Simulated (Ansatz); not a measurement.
Born–Oppenheimer molecular dynamics of C2H6BFOS (12 atoms, charge 0, multiplicity 1). It goes on from the last frame of an earlier run, with new velocities.

Theory: Ansatz 0.2.0, RKS revPBE/STO-3G.

| Item | Value |
| --- | --- |
| ensemble | NVE (velocity Verlet) |
| time step | 0.5 fs |
| steps asked | 400 |
| starting velocities drawn for | 300 K |
| seed | 377032 |

First frame:

```xyz
12
Properties=species:S:1:pos:R:3
C -0.391 1.611 -0.385
B 0.262 0.259 0.204
F 1.505 0.382 0.961
C 0.423 -1.229 -0.422
O 1.589 -1.789 -0.012
S -0.916 -0.907 1.384
H -1.343 1.377 -0.967
H 0.349 2.009 -1.173
H -0.536 2.413 0.317
H -0.268 -1.769 -1.087
H 1.913 -0.881 0.566
H -2.038 -0.834 0.571
```

Q: How far do the bonds stretch over the last three quarters of this one trajectory? (Pairs bonded in most of those frames.)

A: 
```tsv
bond	mean (Å)	spread (Å)	shortest	longest
C1–B2	1.608	0.028	1.55	1.67
C1–H7	1.112	0.031	1.06	1.17
C1–H8	1.111	0.020	1.07	1.15
C1–H9	1.113	0.039	1.05	1.18
B2–F3	1.438	0.038	1.36	1.53
B2–C4	1.604	0.032	1.53	1.67
B2–S6	2.029	0.063	1.91	2.13
C4–O5	1.382	0.025	1.33	1.43
C4–S6	2.208	0.056	2.10	2.32
C4–H10	1.119	0.034	1.07	1.17
O5–H11	1.117	0.023	1.07	1.16
S6–H12	1.375	0.021	1.34	1.41
```

Mean temperature of the second half: 231 K. The conserved energy stayed within 0.15 meV per atom of its start (net change 0.086 meV per atom), so the integration is sound. A run of 0.2 ps of so small a system gives no equilibrium averages. Limits of this set-up: minimal basis.

Run time: 18 min on 1 thread of Arm Neoverse V1, on a shared host, peak memory 0.096 GiB.
